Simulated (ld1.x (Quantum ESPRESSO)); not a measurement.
Values are calculated unless marked as measured or tabulated.
Pseudopotentials across the periodic table

Generated with ld1.x 7.5 (TM, RRKJ, ultrasoft, PAW), atompaw 4.2 or ONCVPSP 4.0.1. The cutoff is in Ry: for ld1.x and atompaw files where the sum of valence levels is converged to 10 mRy in a Bessel basis, for ONCV files where the hardest occupied wave has 1 mHa per electron of residual kinetic energy. The error is the largest all-electron minus pseudo excitation energy over each file’s own four to seven test configurations (ionisations up to +4, promotions, holes and added fractions of an electron), all of which were solved. The labels leave out finer settings (local radius, basis sizes, second energies), which also bear on the numbers. Spin-polarised tests are not counted. The rows are a selection from randomly drawn settings: files with unsolved tests, undetermined cutoffs or missed reference levels are left out.

A true bound ghost makes a file unfit for plane-wave use even where its test errors are small: the radial tests pick states by their node count and pass the ghost by.

```tsv
element	potential	cutoff (Ry)	largest error (meV)	bound ghosts
Be	TM, PBEsol, scalar-relativistic, rc 1.50/4.20/4.26 (spd), local s, core correction no, reference 2s1 2p1	8	+74	none
Ne	RRKJ, PBE, scalar-relativistic, rc 0.75/0.95 (sp), local smoothed, core correction yes, reference 2s2 2p5	160	+462	none
Mg	TM, PBE, scalar-relativistic, rc 1.85/3.30 (sp), local smoothed, core correction no, reference 3s2 3p0	6	+112	none
Zr	TM, Wu–Cohen, scalar-relativistic, rc 2.65/3.65/1.70 (spd), local p, core correction no, reference 4d2 5s1.5 5p0	30	-52	none
Xe	ultrasoft, PBEsol, scalar-relativistic, rc 1.85/1.75/0.95 (spd), local smoothed, core correction no, reference 4d10 5s2 5p5.5	180	-128	none
Hg	TM semilocal, LDA (PZ), scalar-relativistic, rc 2.72/3.16/2.40 (spd), local p, core correction no, reference 5d10 6s2 6p0	40	-203	none
Bi	PAW, Wu–Cohen, scalar-relativistic, rc 1.90/2.85 (sp), local smoothed, core correction yes, reference 6s2 6p3	8	-1090	s, p, d
```

(1) Fill in the row for Bi: TM, Wu–Cohen, scalar-relativistic, rc 1.50/1.90/1.10 (spd), local s, core correction no, reference 5d10 6s1 6p4.

(2) Fill in the row for V: ultrasoft, PBE, fully relativistic, rc 2.50/2.55/2.40 (spd), local smoothed, core correction yes, reference 3d3 4s0 4p0.

Answers

(1) cutoff 90 Ry, largest error -35 meV, bound ghosts: none.

(2) cutoff 18 Ry, largest error -306 meV, bound ghosts: none.
